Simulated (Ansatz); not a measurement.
C3H3FSZn, SMILES `F[C]1([ZnH])C=CS1`, 9 atoms. The species carries charge 0 and has multiplicity 1. For Zn the d shell is correlated and the shells below it are frozen. Scalar relativity is left out up to krypton. All runs use 4 threads of an AMD EPYC 9R45 on a shared host. Correlated methods freeze the cores.

(1) Give the basis size and wall time and peak host memory of each of these runs in Ansatz. RKS PBE0-D4/def2-TZVP frequencies; RKS PBE0-D4/def2-TZVP relaxation (15 steps); RKS CAM-B3LYP-D4/def2-TZVPP energy; RHF-CCSD(T) with 3s3p of Cu, Zn/def2-SVP energy; RKS B97M-V/def2-TZVPP energy; RKS PBE0-D4/def2-QZVPP energy; RKS revPBE-D4/def2-TZVPP energy; direct RPA on PBE orbitals with 3s3p of Cu, Zn/def2-TZVPP energy; RKS ωB97M-V/def2-QZVPP energy; RHF-MP2 with 3s3p of Cu, Zn/def2-QZVPP energy; RKS ωB97M-V/def2-SVP energy; RKS r2SCANh-D4/def2-TZVPP energy. (Estimate.)

Answers

(1) Ansatz gave: Other jobs shared the machine, so times are rough.

| level | job | functions | wall time | peak host memory (GiB) |
| --- | --- | --- | --- | --- |
| RKS revPBE-D4/def2-TZVPP | energy | 272 | 1.4 s | 0.45 |
| RKS CAM-B3LYP-D4/def2-TZVPP | energy | 272 | 2.7 s | 1.1 |
| RKS ωB97M-V/def2-SVP | energy | 120 | 3.1 s | 0.52 |
| direct RPA on PBE orbitals with 3s3p of Cu, Zn/def2-TZVPP | energy | 272 | 3.3 s | 0.76 |
| RKS r2SCANh-D4/def2-TZVPP | energy | 272 | 3.4 s | 0.96 |
| RHF-CCSD(T) with 3s3p of Cu, Zn/def2-SVP | energy | 120 | 4.1 s | 0.68 |
| RKS B97M-V/def2-TZVPP | energy | 272 | 4.7 s | 0.55 |
| RKS PBE0-D4/def2-QZVPP | energy | 488 | 6.5 s | 2.3 |
| RKS ωB97M-V/def2-QZVPP | energy | 488 | 11 s | 2.6 |
| RHF-MP2 with 3s3p of Cu, Zn/def2-QZVPP | energy | 488 | 15 s | 3.4 |
| RKS PBE0-D4/def2-TZVP | relaxation (15 steps) | 227 | 36 s | 0.82 |
| RKS PBE0-D4/def2-TZVP | frequencies | 227 | 100 s | 0.83 |
